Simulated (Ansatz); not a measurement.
C3H8GaN, relaxed with RKS PBE0-D4/def2-TZVP in Ansatz from a PBE-D4/def2-SVP geometry. The force threshold is 0.005 eV/Å; the program also tests the step.

Charge 0, multiplicity 1. The bonds changed during the relaxation, so this is another structure than the one it started from.

Start:

```xyz
13

C    -0.941   -0.225    1.725
C    -0.583   -1.064    0.489
Ga    1.482   -1.140    0.141
C     0.736    1.302   -1.637
N     1.364    0.171   -1.661
H    -2.020   -0.282    1.997
H    -0.709    0.853    1.583
H    -0.373   -0.547    2.626
H    -1.129   -0.705   -0.412
H    -0.904   -2.120    0.643
H     1.050    2.193   -2.218
H    -0.147    1.400   -0.978
H     2.175    0.164   -2.299
```

```json
{"step": "1", "energy (eV)": "-57097.4880", "largest force (eV/Å)": "1.234", "largest move (Å)": "0.000"}
{"step": "2", "energy (eV)": "-57097.5460", "largest force (eV/Å)": "0.369", "largest move (Å)": "0.052"}
{"step": "3 (rejected)", "energy (eV)": "-57097.5451", "largest force (eV/Å)": "0.389", "largest move (Å)": "0.038"}
{"step": "4", "energy (eV)": "-57097.5550", "largest force (eV/Å)": "0.110", "largest move (Å)": "0.018"}
{"step": "5", "energy (eV)": "-57097.5578", "largest force (eV/Å)": "0.074", "largest move (Å)": "0.023"}
{"step": "6", "energy (eV)": "-57097.5598", "largest force (eV/Å)": "0.069", "largest move (Å)": "0.038"}
{"step": "7 (rejected)", "energy (eV)": "-57097.5386", "largest force (eV/Å)": "0.800", "largest move (Å)": "0.025"}
{"step": "8", "energy (eV)": "-57097.5602", "largest force (eV/Å)": "0.049", "largest move (Å)": "0.012"}
{"step": "9", "energy (eV)": "-57097.5611", "largest force (eV/Å)": "0.052", "largest move (Å)": "0.063"}
{"step": "10 (rejected)", "energy (eV)": "-57097.5610", "largest force (eV/Å)": "0.080", "largest move (Å)": "0.037"}
{"step": "11", "energy (eV)": "-57097.5615", "largest force (eV/Å)": "0.030", "largest move (Å)": "0.018"}
{"step": "12", "energy (eV)": "-57097.5617", "largest force (eV/Å)": "0.049", "largest move (Å)": "0.048"}
{"step": "13", "energy (eV)": "-57097.5619", "largest force (eV/Å)": "0.026", "largest move (Å)": "0.024"}
{"step": "14", "energy (eV)": "-57097.5620", "largest force (eV/Å)": "0.013", "largest move (Å)": "0.004"}
{"step": "15", "energy (eV)": "-57097.5620", "largest force (eV/Å)": "0.013", "largest move (Å)": "0.004"}
{"step": "16", "energy (eV)": "-57097.5620", "largest force (eV/Å)": "0.003", "largest move (Å)": "0.012"}
```

End:

```xyz
13

C    -0.879   -0.174    1.643
C    -0.587   -1.108    0.469
Ga    1.453   -1.343    0.165
C     0.673    1.272   -1.567
N     1.381    0.224   -1.611
H    -1.943   -0.125    1.903
H    -0.556    0.855    1.444
H    -0.349   -0.488    2.550
H    -1.113   -0.778   -0.435
H    -0.980   -2.108    0.694
H     0.921    2.192   -2.102
H    -0.230    1.266   -0.959
H     2.210    0.316   -2.194
```

Hardware: 2 threads of an AMD EPYC 7R13 on a shared host and a share of an NVIDIA H100 80 GB. Wall time 36 s, peak host memory 0.87 GiB.
